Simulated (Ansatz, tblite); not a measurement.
Spin states of Sn₂Se⁺, each relaxed with r2SCAN-D4/def2-TZVP in Ansatz. Electronic energies in the gas phase.

In the def2 sets Sn takes a core potential; there is no spin–orbit coupling. The xTB rows come from tblite. Correlated methods freeze 17 core orbitals; core or outer-core shells of Sn, Se are correlated, in sets that lack core-valence functions. The rows differ in basis, and correlated rows in double-zeta sets carry the largest basis error. The structure comes from a short search, and lower isomers may exist.

Doublet geometry (C2v within 0.1 Å):

```xyz
3

Sn   -1.5102    0.2427   -0.7805
Sn    1.1925   -1.2351   -0.0358
Se    0.3177    0.9924    0.8163
```

Quartet geometry (C2v within 0.1 Å):

| atom | x (Å) | y (Å) | z (Å) |
| --- | --- | --- | --- |
| Sn1 | -1.0220 | -0.4751 | -1.2273 |
| Sn2 | 1.0807 | -1.0417 | 0.7234 |
| Se3 | -0.0587 | 1.5168 | 0.5038 |

⟨S²⟩: doublet 0.76 at PBE0-D4/def2-TZVP (pure 0.75), quartet 3.76 at PBE0-D4/def2-TZVP (pure 3.75).

Only these spin states were relaxed.

```
            level  quartet − doublet (kcal/mol)  lowest of these
         GFN1-xTB                          61.9          doublet
RPA@PBE/def2-TZVP                          46.1          doublet
    CCSD/def2-SVP                          45.3          doublet
 CCSD(T)/def2-SVP                          46.8          doublet
```

Problem. Estimate the rows for HF/def2-SVP, BLYP-D4/def2-TZVP, r2SCAN-D4/def2-TZVP, MP2/def2-SVP.

Solution. 
```tsv
level	quartet − doublet (kcal/mol)	lowest of these
HF/def2-SVP	33.1	doublet
BLYP-D4/def2-TZVP	48.1	doublet
r2SCAN-D4/def2-TZVP	46.7	doublet
MP2/def2-SVP	50.8	doublet
```

The xTB methods have no term that favours high spin, so they put low spin too low.
